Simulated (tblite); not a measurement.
Run record: tight-binding relaxation, `O=[C](O)[Ge@@H]1[CH2]CSC[S]1`.

Computed with GFN2-xTB geometry optimisation, gas phase (tblite 0.8.0). Start geometry: from a force field or distance geometry. The input is one job of a driver script: a line of settings, then coordinates in Å.

Command:
```bash
OMP_NUM_THREADS=1 python probes_run.py task.json out
```

Input:
```
{"job": {"kind": "relax", "xc": "GFN2-xTB", "basis": "xTB"}, "charge": 0, "multiplicity": 1}
O      3.171700    -0.722100    -0.856600
C      2.504700     0.340200    -0.648600
O      3.154900     1.555400    -0.883600
Ge     0.724600     0.400200    -0.008800
C      0.040600    -1.396700     0.457500
C     -1.231700    -1.107200     1.244000
S     -2.520700    -0.683900     0.086400
C     -2.340000     0.931800    -0.696000
S     -0.717200     1.119600    -1.532200
H      4.100900     1.599300    -1.227100
H      0.599300     1.280600     1.241000
H      0.765700    -2.000600     0.999800
H     -0.289100    -1.835900    -0.502200
H     -1.439000    -2.002600     1.852400
H     -0.943500    -0.251100     1.928300
H     -3.141700     0.996800    -1.460100
H     -2.446600     1.788400    -0.004100
```

Output:
```
step      E/eV     max force
  0    -793.58528    6.904
  1    -794.01918    6.290
  2    -794.28356    1.326
  3    -794.34813    0.629
  4    -794.45049    0.716
  5    -794.48104    0.587
  6    -794.51648    0.412
  7    -794.53091    0.316
  8    -794.54449    0.300
  9    -794.55465    0.300
... (68 lines left out)
 78    -794.76221    0.039
 79    -794.76238    0.032
 80    -794.76250    0.021
 81    -794.76258    0.021
 82    -794.76263    0.018
 83    -794.76268    0.019
 84    -794.76273    0.016
 85    -794.76276    0.013
 86    -794.76277    0.015
 87    -794.76279    0.008
```

«max force» is the largest atomic force in eV/Å.

In short: energy lowered by 27.2 kcal/mol over 87 steps; largest atomic force 0.008 eV/Å at the end.

Q: Give the final coordinates.

A: 0.386 Å rms from the input after alignment:
```
atom  x, y, z in Å
O1     3.0890   -0.6579   -1.3191
C2     2.5809    0.3267   -0.8708
O3     3.1496    1.5243   -0.8514
Ge4    0.7629    0.4668   -0.0375
C5     0.0482   -1.2709    0.6622
C6    -1.3981   -1.1705    1.1170
S7    -2.5590   -0.8611   -0.2568
C8    -2.2013    0.8746   -0.6033
S9    -0.6757    1.2063   -1.5700
H10    4.0287    1.5167   -1.2741
H11    0.8208    1.5002    1.0959
H12    0.6643   -1.5953    1.5029
H13    0.1362   -2.0245   -0.1228
H14   -1.7356   -2.1125    1.5515
H15   -1.5374   -0.3733    1.8508
H16   -3.0182    1.2392   -1.2201
H17   -2.1623    1.4231    0.3355
```

Q: How long does this job take on one thread of an Arm Neoverse N1, shared host?

A: About 1.6 s.
Labels such as C1 count atoms from 1, the log's own numbers from 0.
